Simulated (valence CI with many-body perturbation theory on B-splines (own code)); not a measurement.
The numbers below are computed, except where a source is named.
A CI+MBPT run for Bi77+

Method: valence CI with perturbative core correlation (CI+MBPT): four valence electrons over a frozen Dirac-Fock core [He], radial functions for each j: 11 s, 11 p, 10 d, 8 f, 5 g, 2 h, with the one-electron correlation potential Σ1 (screened to all orders), the two-electron term Σ2, the three-electron term Σ3, Breit, model QED; selected single and double excitations, second order for the rest, scaled by the run's own slope (own B-spline code, finite nucleus).

Command, and the settings that its task file holds:

```sh
python run_cv.py task.json out
```

```
atom Bi  Z=83  mass_number=209  rms_radius_fm=5.5211
core [He]
valence 2s2 2p2
avg = 1
basis = M
breit = 1
cap = 32000
capref = 2000
cscale = 1
de = 0.0
dress = 0
eps = 2e-08
extrap = 1
h = 0.27
hh = 1
l2 = 3
lcore = 6
maxit = 60
n2 = 5
natural = 1
nlev = 150
nno = [5, 5, 5, 4, 2, 1]
nroot = 36
nsp = [6, 6, 5, 4, 3, 1]
pt2 = 1
qed = 1
rpa = 1
s1 = 1
s2 = 1
s3 = 1
screen = 1
tol = 2e-05
whole = 1
```

It took 110 s on 1 thread of Arm Neoverse V2, on a shared host.

Log. The first blocks belong to the next ion, which gives the ionisation energy. Fields: 2J, parity (1 odd), roots, reference size, generating configurations, candidates as configurations/state functions, variational space P, stored matrix elements, Davidson steps; e2 is the range of second-order energies in hartree. The first line gives the box (bohr), its intervals, the orbitals and the steps of their self-consistent field. Window is the range of levels sought, series limit the energy at which the first omitted orbital would enter, core excitation an estimate of the first excitation out of the core, left out the lowest levels not solved, and shifts from estimates the range by which levels moved from their first estimate, all in cm⁻¹.

```
rmax 1.9 intervals 55 orbitals 83 references ['2s2 2p2', '2s 2p3', '2p4'] scf 2 t 0.4
2J=1 par=1 roots 2 ref 40 generators 2 cand 3202/4609 P 1834/2824 nnz 1.6e+06 it 5
2J=1 par=1 roots 2 ref 40 generators 2 cand 1400/1825 P 2105/3239 nnz 2.2e+06 it 4
   second order: generators 2 cand 1129/1410 e2 -0.00000 -0.00000
reference levels 1204, estimated 822, window 152867456 1/cm; series limit 180335553, core excitation 612696382
2J=0 par=0 roots 17 ref 53 generators 19 cand 25144/41490 P 4297/6399 nnz 2.4e+06 it 5
2J=0 par=0 roots 17 ref 53 generators 20 cand 24502/40568 P 16726/27302 nnz 3e+07 it 7
   second order: generators 24 cand 15779/26106 e2 -0.00004 -0.00000
2J=2 par=0 roots 30 ref 124 generators 23 cand 37734/139748 P 2501/7228 nnz 4.4e+06 it 5
2J=2 par=0 roots 30 ref 124 generators 26 cand 40912/154996 P 9355/31999 nnz 4.9e+07 it 9
   second order: generators 30 cand 34058/130225 e2 -0.00279 -0.00072
2J=4 par=0 roots 32 ref 150 generators 24 cand 43423/229597 P 2323/7259 nnz 4.8e+06 it 5
2J=4 par=0 roots 32 ref 150 generators 29 cand 45515/252747 P 8026/32000 nnz 5.3e+07 it 8
   second order: generators 34 cand 42242/237311 e2 -0.00513 -0.00144
2J=4 par=1 roots 30 ref 147 generators 23 cand 43433/229402 P 2232/7256 nnz 5e+06 it 5
2J=4 par=1 roots 30 ref 147 generators 27 cand 45535/252537 P 7866/31999 nnz 5.3e+07 it 8
   second order: generators 33 cand 42310/237111 e2 -0.00507 -0.00120
2J=2 par=1 roots 31 ref 127 generators 23 cand 37831/139906 P 2615/7228 nnz 4.4e+06 it 5
2J=2 par=1 roots 31 ref 127 generators 28 cand 40975/155164 P 9710/32000 nnz 4.8e+07 it 8
   second order: generators 33 cand 33880/130392 e2 -0.00305 -0.00070
2J=6 par=1 roots 18 ref 122 generators 18 cand 39731/244126 P 2351/7221 nnz 4.7e+06 it 5
2J=6 par=1 roots 18 ref 122 generators 19 cand 40452/258171 P 7711/31991 nnz 5.5e+07 it 7
   second order: generators 24 cand 39031/258753 e2 -0.00396 -0.00137
2J=0 par=1 roots 14 ref 49 generators 15 cand 24102/39570 P 4178/6400 nnz 2.4e+06 it 5
2J=0 par=1 roots 14 ref 49 generators 16 cand 23350/38366 P 15441/24980 nnz 2.7e+07 it 7
   second order: generators 19 cand 15469/26177 e2 -0.00004 -0.00000
2J=6 par=0 roots 18 ref 123 generators 15 cand 38284/226090 P 2302/7226 nnz 4.7e+06 it 5
2J=6 par=0 roots 18 ref 123 generators 18 cand 40460/258127 P 7371/31998 nnz 5.6e+07 it 9
   second order: generators 20 cand 35391/233355 e2 -0.00335 -0.00147
2J=8 par=1 roots 6 ref 82 generators 7 cand 23383/149220 P 2327/7162 nnz 4.3e+06 it 5
2J=8 par=1 roots 6 ref 82 generators 9 cand 27114/181767 P 7342/32000 nnz 6.6e+07 it 7
   second order: generators 11 cand 22099/156929 e2 -0.00068 -0.00037
2J=8 par=0 roots 7 ref 83 generators 6 cand 21158/128813 P 2297/7159 nnz 4.5e+06 it 4
2J=8 par=0 roots 7 ref 83 generators 7 cand 22034/146551 P 7084/31999 nnz 7.2e+07 it 5
   second order: generators 9 cand 24509/181168 e2 -0.00058 -0.00024
2J=10 par=0 roots 2 ref 46 generators 2 cand 9021/48623 P 2056/6400 nnz 4.4e+06 it 4
2J=10 par=0 roots 2 ref 46 generators 2 cand 8053/45484 P 5005/21138 nnz 5e+07 it 5
   second order: generators 3 cand 8788/60407 e2 -0.00006 -0.00004
2J=10 par=1 roots 1 ref 45 generators 1 cand 5557/33231 P 1807/6397 nnz 4.7e+06 it 4
2J=10 par=1 roots 1 ref 45 generators 2 cand 11605/76935 P 3849/17219 nnz 4.3e+07 it 5
   second order: generators 2 cand 9563/66113 e2 -0.00005 -0.00005
left out: unestimated 163210235, estimated 160642609, shifts from estimates -63 to 122
operators 0.2
```

The Davidson iterations converged.

The last digits are not significant, and no measured levels were compared; by estimate large intervals hold to a few tenths of a per cent, small ones and those within an open d or f shell to about a per cent. Among the levels kept, up to 1100 cm⁻¹ of a level comes from second order outside the variational space, and about a tenth of that is noise between levels of different J, which matters for small intervals.

| Item | Value |
| --- | --- |
| Valence energy | -3664.57 hartree |
| Ionisation energy | 24155 eV (NIST: 24150 ± 120 eV (theoretical)) |
| Reference configurations for the orbitals | 2s2 2p2, 2s 2p3, 2p4 |
| Radial orbitals | 83 |
| Box radius | 1.915 bohr |
| Largest variational space | 32000 |
| Lowest levels | (2s^2 2p1/2^2) J=0 0.00, (2s^2 2p1/2 2p3/2) J=1 177.94, (2s^2 2p1/2 2p3/2) J=2 179.26, (2s 2p1/2^2 2p3/2) J=2 204.96, (2s 2p1/2^2 2p3/2) J=1 212.52, (2s^2 2p3/2^2) J=2 359.69, (2s^2 2p3/2^2) J=0 365.17, (2s 2p1/2 2p3/2^2) J=2 [a] 380.53, (2s 2p1/2 2p3/2^2) J=3 383.94, (2s 2p1/2 2p3/2^2) J=0 389.73, (2s 2p1/2 2p3/2^2) J=1 [a] 391.67, (2s 2p1/2 2p3/2^2) J=2 [b] 392.21, (2s 2p1/2 2p3/2^2) J=1 [b] 392.63, (2p1/2^2 2p3/2^2) J=2 420.77 Ry |

Levels are named by their leading jj configuration (3d3/2^4 stands for four electrons in 3d with j = 3/2), which in mixed levels can hold well under half, so a name can repeat and another be missing. Letters in brackets count levels of one name in rising energy.
